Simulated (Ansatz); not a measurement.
`[SiH3][SiH2][CH2][GaH2]` + `O[SiH2]F` → `F[SiH2]O[SiH2][SiH3]` + `[CH3][GaH2]`  (ligand exchange at the Si–C bond)

Isolated molecules relaxed with PBE0-D4/def2-TZVP in Ansatz; ΔE leaves out vibrations. CCSD(T)/CBS adds triple-zeta CCSD(T) − MP2 to the extrapolated MP2 energy (def2 sets, frozen cores). Functionals use def2-TZVPP. For Ga outer-core shells are correlated without core-valence functions, which leaves a few kJ/mol of doubt a bond. Scalar relativity is left out up to krypton. One conformer a species, not always the lowest.

`[SiH3][SiH2][CH2][GaH2]`:

Cartesian coordinates in Å:
```
Si 1.644 -0.049 1.930
Si 0.153 0.680 0.279
C -0.529 -0.732 -0.748
Ga -1.789 -0.066 -2.105
H 0.961 -1.001 2.849
H 2.168 1.090 2.733
H 2.795 -0.755 1.302
H 0.852 1.660 -0.604
H -0.965 1.420 0.935
H -1.035 -1.434 -0.079
H 0.308 -1.244 -1.231
H -1.251 0.368 -3.515
H -3.313 0.063 -1.748
```

`O[SiH2]F`:

Cartesian coordinates in Å:
```
O -0.281 -0.561 -1.107
Si 0.086 -0.016 0.384
F -1.051 0.961 0.931
H -0.228 0.042 -1.850
H 0.135 -1.202 1.259
H 1.339 0.776 0.384
```

`F[SiH2]O[SiH2][SiH3]`:

Z-matrix (Å, degrees):
```
Si
O 1 1.617
F 1 1.594 2 109.7
H 1 1.481 2 110.3 3 -117.5
H 1 1.476 2 108.8 3 117.6
Si 2 1.648 1 146.3 3 74.5
Si 6 2.346 2 111.3 1 26.3
H 6 1.487 2 108.9 1 -95.3
H 6 1.486 2 107.6 1 147.3
H 7 1.488 6 109.0 2 -179.2
H 7 1.488 6 110.5 2 -59.5
H 7 1.488 6 110.8 2 61.0
```

`[CH3][GaH2]`:

Z-matrix (Å, degrees):
```
C
Ga 1 1.966
H 1 1.092 2 111.3
H 1 1.096 2 108.8 3 117.6
H 1 1.090 2 112.4 3 -123.0
H 2 1.574 1 121.1 3 142.3
H 2 1.575 1 120.1 3 -38.7
```

(1) Is it downhill or uphill in electronic energy at CCSD(T)/CBS, and by how much? (An estimate is asked.)

(2) What do these levels give: r2SCAN-D4, B2PLYP, MP2/def2-TZVPP, CCSD/def2-TZVPP, CCSD(T)/def2-TZVPP, MP2/def2-QZVPP? (Best estimate.)

Largest T1 diagnostic among the species: 0.013.

## Answers

(1) Computed: Downhill: ΔE = -83.8 kJ/mol.

(2) Ansatz gave: r2SCAN-D4 -83.7, B2PLYP -90.3, MP2/def2-TZVPP -82.3, CCSD/def2-TZVPP -87.6, CCSD(T)/def2-TZVPP -83.6, MP2/def2-QZVPP -83.2 kJ/mol.

From PBE to PBE0 (25 % exact exchange), in def2-TZVPP and without D4, ΔE moves by −4.3 kJ/mol. In def2-TZVPP, CCSD(T) changes the Hartree–Fock value by +25.7 kJ/mol (the triples alone add +4.0 kJ/mol) and MP2 by +27.1 kJ/mol.
